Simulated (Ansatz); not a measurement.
Gas-phase electronic energies from Ansatz, PBE0-D4/def2-TZVP geometries. CBS: MP2 limit from def2 TZ/QZ plus the TZ coupled-cluster correction, frozen cores. DFT in def2-TZVPP.

Reaction (isomerisation): `[SiH3][SiH]1N=CCO1` → `C[SiH]1N=C[SiH2]O1`

```json
{"level": "PBE-D4", "ΔE (kcal/mol)": "-44.5", "difference from CCSD(T)/CBS": "6.8"}
{"level": "r2SCAN-D4", "ΔE (kcal/mol)": "-49.5", "difference from CCSD(T)/CBS": "1.8"}
{"level": "PBE0-D4", "ΔE (kcal/mol)": "-46.2", "difference from CCSD(T)/CBS": "5.1"}
{"level": "ωB97X-V", "ΔE (kcal/mol)": "-47.9", "difference from CCSD(T)/CBS": "3.4"}
{"level": "ωB97M-V", "ΔE (kcal/mol)": "-51.2", "difference from CCSD(T)/CBS": "0.1"}
{"level": "PBE", "ΔE (kcal/mol)": "-44.2", "difference from CCSD(T)/CBS": "7.1"}
{"level": "r2SCAN", "ΔE (kcal/mol)": "-49.4", "difference from CCSD(T)/CBS": "1.9"}
{"level": "CCSD/def2-TZVPP", "ΔE (kcal/mol)": "-50.1", "difference from CCSD(T)/CBS": "1.2"}
{"level": "HF/CBS(def2)", "ΔE (kcal/mol)": "-50.8", "difference from CCSD(T)/CBS": "0.5"}
{"level": "CCSD/CBS(def2)", "ΔE (kcal/mol)": "-51.5", "difference from CCSD(T)/CBS": "-0.2"}
{"level": "CCSD(T)/CBS", "ΔE (kcal/mol)": "-51.3", "difference from CCSD(T)/CBS": "0"}
```

Largest T1 diagnostic among the species: 0.014.

From PBE to PBE0 (25 % exact exchange), in def2-TZVPP and without D4, ΔE moves by −1.7 kcal/mol.
